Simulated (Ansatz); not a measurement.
Three-fold rotor about C1–Te2 in CH3ITe (SMILES C[Te]I); single points on GFN2-xTB geometries with the dihedral held.
Staggered geometry (60°) (charge 0, multiplicity 1):
| atom | x (Å) | y (Å) | z (Å) |
|---|---|---|---|
| C | -0.7183 | -0.0499 | 0.0144 |
| Te | 0.9071 | 1.3559 | -0.1093 |
| I | 2.7685 | -0.3873 | 0.7039 |
| H | -0.8310 | -0.4237 | 1.0244 |
| H | -1.6117 | 0.4898 | -0.2698 |
| H | -0.5676 | -0.8778 | -0.6672 |

Correlated levels freeze the cores. Filled d and f shells under p-block atoms count as core. CBS: X⁻³ extrapolation of the correlation energy, Hartree–Fock from the larger set. MP2 and its Hartree–Fock in def2-QZVPP are density fitted.

The values were computed with Ansatz (Gaussian orbitals). Each number belongs to the level named beside it. In def2 rows elements past Kr take small-core potentials, without spin–orbit coupling.

Energies above the staggered point (kcal/mol):

```csv
dihedral (°),PBE/def2-TZVPP,"MP2/CBS(def2-TZVPP, def2-QZVPP) + ΔCCSD(T)/def2-TZVPP"
0,0.995,1.103
20,0.753,0.817
40,0.266,0.269
60,0.000,0.000
80,0.220,0.229
100,0.738,0.800
120,0.995,1.103
```

Moments of inertia of the two ends about the bond: 3.147 and 903.059 u Å².

Task: Fit V = V₃/2 (1 − cos 3φ) + V₆/2 (1 − cos 6φ), φ counted from the staggered point, and estimate the harmonic torsional frequency.

Result: 
V₃ is the energy at φ = 60°; at φ = 20° (mean of both sides) V = 0.25 V₃ + 0.75 V₆. The reduced moment I₁I₂/(I₁ + I₂) = 3.136 u Å² gives F = 16.8576/I = 5.376 cm⁻¹ (a rough rule where the frame isn't a symmetric top). Near the minimum V = kφ²/2 with k = (9V₃ + 36V₆)/2, and ω = √(2Fk), with 1 kcal/mol = 349.755 cm⁻¹.
- PBE/def2-TZVPP: V₃ = 1.00, V₆ = -0.007 kcal/mol, k = 1520 cm⁻¹/rad², ω = 128 cm⁻¹
- MP2/CBS(def2-TZVPP, def2-QZVPP) + ΔCCSD(T)/def2-TZVPP: V₃ = 1.10, V₆ = -0.036 kcal/mol, k = 1510 cm⁻¹/rad², ω = 127 cm⁻¹

Ansatz is a program for electronic structure.
